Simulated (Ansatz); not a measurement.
Reaction (atomization): `BCBN` → 2 B• + C• + 7 H• + N•

Computed with Ansatz on PBE0-D4/def2-TZVP structures; ΔE is electronic, products minus reactants. CCSD(T)/CBS is the MP2 limit (def2-TZVPP, def2-QZVPP) plus CCSD(T) − MP2 in def2-TZVPP, frozen cores. This one scheme is used for every species, atoms too. DFT in def2-TZVPP. B3LYP here is the variant with VWN-RPA as its local correlation; programs differ in this. Open shells (•) are unrestricted, without spin–orbit coupling. Spin–orbit coupling would lower the free atoms: a little for B, C. One conformer a species, not always the lowest.

**Question.** What is ΔE at CCSD(T)/CBS? (Estimate.)

**Answer.** The calculation gave: +4088.0 kJ/mol.

**Question.** What do these levels give: revPBE-D4, r2SCAN-D4, r2SCANh-D4, ωB97X-V, B2PLYP, PBE0, B3LYP, r2SCAN0, CCSD(T)/def2-TZVPP, HF/def2-QZVPP, SCS-MP2/def2-QZVPP, MP2/CBS(def2)? (Best estimate.)

**Answer.** The calculation gave: revPBE-D4 4088.6, r2SCAN-D4 4126.4, r2SCANh-D4 4109.8, ωB97X-V 4119.6, B2PLYP 4087.7, PBE0 4117.2, B3LYP 4113.4, r2SCAN0 4081.8, CCSD(T)/def2-TZVPP 3998.3, HF/def2-QZVPP 3136.3, SCS-MP2/def2-QZVPP 4107.1, MP2/CBS(def2) 4133.7 kJ/mol.

Largest T1 diagnostic among the species: 0.014.

In def2-TZVPP, CCSD(T) changes the Hartree–Fock value by +866.5 kJ/mol (the triples alone add +45.1 kJ/mol) and MP2 by +912.2 kJ/mol; breaking electron pairs costs correlation energy, which Hartree–Fock lacks. Leaving LDA and LC-ωPBE aside and taking each functional with its dispersion term where it has one, the values, not all of them listed here, spread over 126.2 kJ/mol, from BHLYP-D4 to PBE-D4. LDA lies +469.4 kJ/mol from PBE without D4, its usual overbinding.

For atomizations the MP2-based limit and the directly extrapolated one differ by several kJ/mol either way, and by 10 to 25 for some Ge, Se and Sn compounds, so smaller differences from it don't rank the levels.
